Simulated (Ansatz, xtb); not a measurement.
# C2H3FZn: which of two isomers lies lower

Structure I: `F/C=[CH]\[ZnH]`, a singlet. Structure II: `F/C=[CH]/[ZnH]`, a singlet. Both are isolated molecules in the gas phase, relaxed with B3LYP-D3(BJ)/def2-SVP.

I (Å):

```xyz
7

C    -0.7043    0.4073   -2.1251
C    -0.5921   -0.0891   -0.8967
F    -1.3587    1.5648   -2.3724
Zn   -1.3768    0.8457    0.6115
H    -0.3112   -0.0166   -3.0572
H    -0.0392   -1.0325   -0.8256
H    -1.9943    1.5757    1.8204
```

II (Å):

```yaml
atoms:
  - { symbol: C, position_ang: [-0.6882, 0.5968, -2.1109] }
  - { symbol: C, position_ang: [-1.1855, 0.0161, -1.0195] }
  - { symbol: F, position_ang: [-0.8243, 0.0848, -3.3488] }
  - { symbol: Zn, position_ang: [-1.0024, 0.7326, 0.7663] }
  - { symbol: H, position_ang: [-0.1218, 1.5351, -2.1491] }
  - { symbol: H, position_ang: [-1.7234, -0.9251, -1.2016] }
  - { symbol: H, position_ang: [-0.8632, 1.2936, 2.1946] }
```

Problem. Which of the two would you expect CCSD(T)/def2-TZVP electronic energies to favour?

Solution. Structure I; the calculation gives E(II) − E(I) = +1.49 kcal/mol.

The same difference at several levels:

```tsv
level	geometry	E(II) − E(I) (kcal/mol)	departure from the last row (kcal/mol)	job, with rough time for the two
B3LYP-D3(BJ)/def2-SVP	B3LYP-D3(BJ)/def2-SVP	+1.41	−0.08	optimisation, 89 s
HF/def2-TZVP	B3LYP-D3(BJ)/def2-SVP	+1.83	+0.34	part of the CCSD(T) run
MP2/def2-TZVP	B3LYP-D3(BJ)/def2-SVP	+1.37	−0.12	part of the CCSD(T) run
CCSD(T)/def2-TZVP	B3LYP-D3(BJ)/def2-SVP	+1.49		single point, 5.9 min
```

As drawn, both hold the same kinds of bond in the same numbers.

The levels shown agree on the order. The largest departure from CCSD(T)/def2-TZVP is that of HF/def2-TZVP, 0.34 kcal/mol. Levels run at GFN2-xTB geometries aren't shown.

With harmonic frequencies from B3LYP-D3(BJ)/def2-SVP (ideal gas, rigid rotor, one conformer each, 298.15 K, 1 atm): the zero-point term adds −0.09 kcal/mol; ΔH is +1.50 and ΔG +1.56 kcal/mol.

The correlated steps freeze 8 core orbitals; the last core shell of Zn is correlated, in a basis made for valence electrons. Codes used: Ansatz 0.2.0; the last row on 2 threads of AMD EPYC (Zen 3) on a shared host.
